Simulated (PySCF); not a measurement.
# How methods differ on the excitation energy of In⁺

In⁺ [Kr] 4d10 5s2 (1S) → In⁺ [Kr] 4d9 5s2 5p1 (high-spin determinant), as a difference of total energies. Calculation: PySCF 2.14, in x2c-TZVPPall (8s6p4d2f, 60 functions); the spin-free X2C one-electron Hamiltonian (Gaussian nucleus). Correlated levels: valence and next inner shell: [Ar] 3d10 frozen. The calculations carry no spin-orbit coupling.

```json
{"method": "UHF", "excitation energy (eV)": "18.165"}
{"method": "MP2 (valence and next inner shell)", "excitation energy (eV)": "19.160"}
{"method": "SCS-MP2 (valence and next inner shell)", "excitation energy (eV)": "19.049"}
{"method": "CCSD (valence and next inner shell)", "excitation energy (eV)": "18.875"}
{"method": "CCSD(T) (valence and next inner shell)", "excitation energy (eV)": "18.828"}
```

Problem. How much does correlation contribute at CCSD(T) (valence and next inner shell)?

Solution. 18.828 − (18.165) = 0.663 eV, measured against UHF.

The upper state lies above the first ionisation limit, where it may autoionise and the basis confines it.

The basis was made for the ground configuration and has no added diffuse functions, so the excitation energy can come out too high.

The coupled-cluster amplitudes are large for the upper state (T1 above 0.03 or a double amplitude above 0.15), so a single reference is strained.

The determinant of the upper state mixes LS terms, which raises its energy above the lowest term, most at the Hartree-Fock and MP2 levels.
